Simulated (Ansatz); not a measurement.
Geometry optimisation, Ansatz, RHF/def2-SVP.

input.yaml

```yaml
crystal:
  periodic: [false, false, false]
  atoms:
    - { symbol: Zr, position_ang: [0.0, 0.0, 0.0] }
    - { symbol: F, position_ang: [0.0, 0.0, 1.98] }
    - { symbol: O, position_ang: [1.952, 0.0, -0.6893] }
    - { symbol: H, position_ang: [2.2684, -0.9521, -0.806] }
    - { symbol: O, position_ang: [-0.975, 1.6891, -0.6893] }
    - { symbol: H, position_ang: [-1.9328, 1.4584, -0.9117] }
    - { symbol: O, position_ang: [-0.975, -1.6891, -0.6893] }
    - { symbol: H, position_ang: [-1.4296, -2.1548, 0.0831] }
basis:
  gaussian: { orbitals: def2-SVP }
hamiltonian:
  xc: hf
relax:
  f_tol: 0.02
  max_steps: 40
output:
  orbitals: {}
```

Command:

```bash
$ ansatz run input.yaml --threads 2 --pin off --max-ram 3072MiB --backend cpu --events-out ev --progress --plain --runs-dir out
```

**Question.** Where does it end, and by what steps?

**Answer.** The run converged. After 7 steps the energy has fallen by 1.585 eV; H6 moved furthest, 0.72 Å.

```csv
step,energy less start (eV),largest force component (eV/Å),accepted
0,0.0000,3.639,yes
1,-0.9169,2.543,yes
2,-1.2116,0.762,yes
3,-1.3368,0.719,yes
4,-1.3689,1.846,yes
5,-1.5720,0.227,yes
6,-1.5843,0.032,yes
7,-1.5846,0.005,yes
```

```xyz
8
Properties=species:S:1:pos:R:3
Zr -0.105 -0.146 0.115
F 0.071 0.193 2.006
O 1.660 -0.296 -0.643
H 2.507 -0.377 -1.038
O -1.060 1.326 -0.681
H -1.526 2.027 -1.096
O -1.082 -1.789 -0.121
H -1.557 -2.586 -0.264
```

Whether the end is a true minimum wasn't checked by a vibrational analysis.

The run took 15 s on 2 threads of Arm Neoverse V1 (shared host), peak memory 0.2 GiB.
